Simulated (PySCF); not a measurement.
# Spinor energies of Tc³⁸⁺ (technetium, charge +38)

Start: [He] 2s2 2p1; 2p3/2 filled at m_j = +3/2. Calculated with PySCF 2.14 in an uncontracted even-tempered set (17 s from 17 bohr⁻², ratio 2.4; 12 p from 23 bohr⁻², ratio 2.4; 5 d from 74 bohr⁻², ratio 2.6; 4 f from 110 bohr⁻², ratio 2.6): generalised Hartree-Fock with the X2C-1e Hamiltonian and a Gaussian nucleus; one run each with spin-orbit coupling (SO) screened by Boettger's factors, then bare. This is a chosen level, not necessarily the ground level.

```csv
spinor shell,electrons,"ε, screened SO (eV)","ε, bare SO (eV)",weight of nominal j (bare SO),"rms radius, bare SO (bohr)"
1s1/2,2,-24306.1,-24306.3,1.000,0.0391
2s1/2,2,-5667.6,-5667.6,1.000,0.152
2p3/2,1,-5444.5,-5442.4,1.000,0.134
```

```json
{"quantity": "E (hartree)", "screened SO": "-2503.97168", "bare SO": "-2503.89667"}
{"quantity": "M_J", "screened SO": "3/2", "bare SO": "3/2"}
{"quantity": "⟨J²⟩", "screened SO": "3.750", "bare SO": "3.750"}
{"quantity": "⟨L²⟩", "screened SO": "2.000", "bare SO": "2.000"}
{"quantity": "⟨S²⟩", "screened SO": "0.750", "bare SO": "0.750"}
```

Each row is a mean over spinors that exchange with the open shell spreads, by up to 34.889 eV (2s1/2).

Breit and QED terms are absent; they matter most for the inner s and p1/2 levels.

Densities and radii are taken from the X2C orbitals without a picture-change correction, which distorts them close to the nucleus.
